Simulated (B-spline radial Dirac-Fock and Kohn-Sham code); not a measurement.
## Dipole and non-dipole photoemission parameters of Mn⁴⁺ 2p3/2

System: manganese as Mn⁴⁺ in the configuration 1s2 2s2 2p6 3s2 3p6 3d3; threshold 716.6 eV (orbital energy of the model). Method: Dirac-Hartree-Slater photoionisation with a Latter tail; cross sections with all multipoles, angular parameters from the dipole term and its interference with E2. Computed with a radial atomic solver.

For linearly polarised light dσ/dΩ = σ/(4π) [1 + β P₂(cos θ) + (δ + γ cos²θ) sin θ cos φ], with θ from the polarisation vector and φ the angle between the beam and the projection of the electron momentum on the plane normal to the polarisation.

```tsv
hν (eV)	σ (kb)	β	γ	δ
800	639	1.194	-0.095	0.009
1090	291	1.450	0.106	0.020
1550	?	?	?	?
1590	103	1.456	0.372	0.030
2980	16.1	1.273	0.791	0.060
3170	13.3	1.247	0.828	0.065
4010	6.32	1.143	0.965	0.085
5414.7	2.38	0.999	1.122	0.119
8170	0.596	0.793	1.307	0.184
9251.7	0.388	0.731	1.356	0.208
9730	0.326	0.707	1.374	0.219
12000	0.156	0.606	1.447	0.266
15000	0.0703	0.504	1.515	0.323
```

Question: Give the values at 1550 eV.

Answer: σ = 111 kb, β = 1.460, γ = 0.355, δ = 0.029.
